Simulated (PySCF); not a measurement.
Computed IR spectrum (relative IR intensity) of a molecule C4H10O. Coordinates come from a PBE-D3(BJ)/def2-SVP optimisation. The values are those of a single conformer. Method: PBE-D3(BJ)/def2-SVP (PySCF). Frequencies are harmonic and unscaled.

ν (cm⁻¹): 113 (vw), 116 (vw), 277 (vs), 434 (w), 733 (vw), 888 (w), 1048 (m), 1070 (m), 1098 (m), 1203 (m), 1258 (m), 1336 (vw), 1353 (vw), 1411 (w), 1420 (w), 1434 (w), 1460 (w), 2868 (s), 2898 (s), 2951 (m), 2964 (w), 2967 (s), 2989 (w), 3019 (m), 3050 (m), 3058 (m), 3723 (m) (against the strongest line: vs over 80 %, s over 45 %, m over 15 %, w over 4 %, vw less)

### Question
Pick the molecule that these values belong to.
A. CCCCO
B. CC(C)(C)O
C. CC[C@H](C)O
D. CCOCC

### Answer
A, CCCCO
